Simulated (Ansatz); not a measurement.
Cost and result for the atomization energy of `S[CH]1N=[CH][GeH2]1` (10 atoms, 10 bonds).

```xyz
10

S    -1.3507    1.6488   -0.8240
C     0.1380    0.6596   -0.5365
N     0.7155    1.0526    0.7596
C     0.7448   -0.0130    1.4619
Ge   -0.0403   -1.2274    0.1290
H    -1.6060    1.1509   -2.0446
H     0.8553    0.8432   -1.3377
H     1.1527   -0.0079    2.4725
H     0.8521   -2.3447   -0.4513
H    -1.4613   -1.7621    0.3710
```

The species carries charge 0 and has multiplicity 1. Correlated methods include outer-core shells of Ge, which these sets cover unevenly. Scalar relativity is left out up to krypton. The structure was optimised at the PBE0-D4/def2-TZVP level. It is one conformer, not always the lowest. Program: Ansatz. All runs use 4 threads of an Arm Neoverse V1 on a shared host. Times are those of one run each, without the atoms' runs, and a repeat can differ threefold. Electronic energies, without spin–orbit coupling; frozen cores. CCSD(T)/CBS adds CCSD(T) − MP2 in def2-TZVPP to the MP2 limit, and its time is that of the two runs behind it. T1 = 0.013. With those shells the extrapolation isn't a true limit. B3LYP takes the VWN-RPA correlation (the form of Gaussian; ORCA's B3LYP/G).

CCSD(T)/CBS is a level of theory with its own doubt, some kJ/mol a heavy atom from the limit and from the frozen cores, so smaller differences don't rank the functionals.

```tsv
level	functions	wall time	atomization (kcal/mol)	difference from CCSD(T)/CBS	per bond
PBE-D4/def2-TZVPP (with forces)	253	2.7 s	849.7	26.5	2.7
PBE0-D4/def2-TZVPP	253	3.7 s	827.7	4.5	0.5
r2SCAN-D4/def2-TZVPP (with forces)	253	5.5 s	823.6	0.4	0.0
B3LYP-D4/def2-TZVPP (with forces)	253	6 s	820.1	-3.1	-0.3
B2PLYP/def2-TZVPP	253	7 s	810.5	-12.7	-1.3
ωB97X-V/def2-TZVPP	253	9 s	828.4	5.2	0.5
ωB97M-V/def2-TZVPP (with forces)	253	14 s	824.3	1.1	0.1
MP2/def2-QZVPP	480	38 s	827.6	4.4	0.4
CCSD(T)/def2-TZVPP	253	3.7 min	799.1	-24.1	-2.4
CCSD(T)/CBS(def2)	–	4.3 min	823.2	0.0	0.0
```

In def2-TZVPP, CCSD(T) changes the Hartree–Fock value by +254.2 kcal/mol (the triples alone add +18.9 kcal/mol) and MP2 by +268.6 kcal/mol; breaking electron pairs costs correlation energy, which Hartree–Fock lacks. From PBE to PBE0 (25 % exact exchange), in def2-TZVPP and without D4, the atomization energy moves by −21.0 kcal/mol: exact exchange takes away binding that semilocal exchange gives to molecules. The D4 term adds +10.2 kcal/mol with B3LYP and +5.3 kcal/mol with PBE0; it sums over pairs of atoms, weighted by their polarisabilities, and B3LYP, whose exchange is more repulsive, gets the larger term.
